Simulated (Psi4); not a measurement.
Approach curve of the dimer C2H6 ··· O2S (SMILES CC and O=S=O). Monomers: optimised at B3LYP-D3(BJ) (def2-TZVP), held rigid. Orientation: a random orientation, not optimised. Only R, the distance of the centres of mass, is varied, so the lowest point isn't the relaxed dimer.

Geometry at R = 4.66 Å (first 8 atoms: monomer A):
```
11

C      0.7614    -0.0474     0.0203
C     -0.7614     0.0474    -0.0203
H      1.2092     0.8938     0.3451
H      1.1706    -0.2847    -0.9638
H      1.0923    -0.8255     0.7110
H     -1.0923     0.8255    -0.7110
H     -1.1706     0.2847     0.9638
H     -1.2092    -0.8938    -0.3451
O      3.7213     4.0238    -0.4201
S      3.7058     2.6428    -0.0174
O      3.8837     1.6253    -1.0186
```

Levels of theory: PBE/def2-TZVP, counterpoise-corrected (Psi4); PBE-D3(BJ)/def2-TZVP, counterpoise-corrected (Psi4); SAPT0/jun-cc-pVDZ, frozen core (Psi4).

Interaction energies in kJ/mol; the last columns give the difference from SAPT0:

```
R / Å  PBE/def2-TZVP  PBE-D3(BJ)/def2-TZVP  SAPT0/jun-cc-pVDZ  PBE/def2-TZVP − SAPT0/jun-cc-pVDZ  PBE-D3(BJ)/def2-TZVP − SAPT0/jun-cc-pVDZ
-----  -------------  --------------------  -----------------  ---------------------------------  ----------------------------------------
4.09            8.28                  3.25               8.43                              -0.15                                     -5.18
4.24            4.29                 -0.19               4.04                               0.25                                     -4.24
4.44            1.42                 -2.38               0.96                               0.47                                     -3.33
4.66            0.01                 -3.09              -0.47                               0.48                                     -2.62
4.88           -0.51                 -3.00              -0.92                               0.41                                     -2.08
5.05           -0.62                 -2.70              -0.97                               0.36                                     -1.73
5.39           -0.53                 -1.96              -0.80                               0.28                                     -1.16
5.69           -0.35                 -1.38              -0.61                               0.25                                     -0.78
6.20           -0.12                 -0.71              -0.35                               0.23                                     -0.36
6.84           -0.01                 -0.31              -0.18                               0.17                                     -0.13
7.85            0.01                 -0.11              -0.07                               0.08                                     -0.04
9.14            0.00                 -0.04              -0.03                               0.03                                     -0.01
```

PBE/def2-TZVP is furthest from SAPT0/jun-cc-pVDZ at 4.66 (0.48 kJ/mol, above); its mean absolute difference over the points is 0.26 kJ/mol.

PBE-D3(BJ)/def2-TZVP is furthest from SAPT0/jun-cc-pVDZ at 4.09 (-5.18 kJ/mol, below); its mean absolute difference over the points is 1.81 kJ/mol.
